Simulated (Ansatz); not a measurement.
Two isomers of C2H10N2Si: A = `CN[SiH2]CN`, B = `CNC(N)[SiH3]`.

Gas-phase electronic energies from Ansatz, PBE0-D4/def2-TZVP geometries. CBS: MP2 limit from def2 TZ/QZ plus the TZ coupled-cluster correction, frozen cores. DFT in def2-TZVPP. One conformer a species, not always the lowest.

Problem. Which isomer does CCSD(T)/CBS put lower? Give the gap. (Estimate.)

Solution. Ansatz gave: A, by 101.0 kJ/mol.

Problem. Give E(B) − E(A) in kJ/mol with MP2/def2-TZVPP, HF/def2-TZVPP, CCSD(T)/def2-TZVPP, CCSD/def2-TZVPP, B2PLYP, PBE-D4, ωB97M-V. (Estimate.)

Solution. Computed: MP2/def2-TZVPP 102.6, HF/def2-TZVPP 109.6, CCSD(T)/def2-TZVPP 97.7, CCSD/def2-TZVPP 100.8, B2PLYP 101.4, PBE-D4 88.3, ωB97M-V 100.7. None reverses the order clearly.

Largest T1 diagnostic: 0.011.

In def2-TZVPP, CCSD(T) changes the Hartree–Fock value by −11.9 kJ/mol (the triples alone add −3.1 kJ/mol) and MP2 by −7.0 kJ/mol. From PBE to PBE0 (25 % exact exchange), in def2-TZVPP and without D4, E(B) − E(A) moves by +6.4 kJ/mol.
